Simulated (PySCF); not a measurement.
Sb(Cl)(TeH)2 (ClH2SbTe2), SMILES [Cl][Sb]([TeH])[TeH].

Coordinates come from a PBE0-D3(BJ)/def2-SVP optimisation. The geometry has at least one imaginary mode, so it is a saddle point at that level. The structure was generated by enumeration; whether it is a known compound was not checked. The def2 effective core potentials stand for the cores of Sb, Te; spin–orbit coupling is left out.

The numbers are results of PySCF with PBE0-D3(BJ)/def2-SVP, not measurements.

Frequencies are harmonic and unscaled.

| mode | ν (cm⁻¹) | IR (km/mol) | moving atoms (share of kinetic energy) |
|---|---|---|---|
| 1 | 120i | 0.0 | H 98 % |
| 2 | 53 | 0.1 | Te 81 %, Sb 13 % |
| 3 | 79 | 1.2 | Cl 71 %, Te 24 % |
| 4 | 96 | 1.3 | Cl 56 %, Sb 24 %, Te 20 % |
| 5 | 178 | 3.8 | H 92 % |
| 6 | 191 | 10.0 | Sb 54 %, Te 46 % |
| 7 | 196 | 6.4 | Sb 50 %, Te 41 %, H 9 % |
| 8 | 346 | 59.5 | Cl 77 %, Sb 23 % |
| 9 | 518 | 3.4 | H 99 % |
| 10 | 596 | 1.9 | H 98 % |
| 11 | 2140 | 34.0 | H 99 % |
| 12 | 2141 | 22.1 | H 99 % |
